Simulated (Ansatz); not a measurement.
A structure relaxed at PBE0-D4/def2-TZVP, charge 0, multiplicity 1:

Cartesian coordinates in Å:
```
O -0.975 0.300 -1.999
C -0.378 0.110 -0.954
Si 1.431 -0.589 -0.954
Al -1.406 0.571 0.736
O -0.554 0.297 2.174
H 1.425 -1.851 -0.166
H 2.295 0.398 -0.251
H 1.924 -0.833 -2.334
H -2.881 1.140 0.692
H -0.880 0.456 3.058
```

(1) Give its formula and SMILES.

(2) Point group (tolerance 0.08 Å, 0.16 Å for H)?

(3) Summarise the bond lengths by kind.

## Answers

(1) CH5AlO2Si, `O=[C]([SiH3])[AlH][OH]`.

(2) Cs.

(3) 1 × C–O 1.219 Å; 1 × C–Si 1.939 Å; 1 × Al–C 2.031 Å; 3 × H–Si 1.485 to 1.488 Å; 1 × Al–O 1.694 Å; 1 × Al–H 1.582 Å; 1 × H–O 0.956 Å.

Computed with Ansatz.
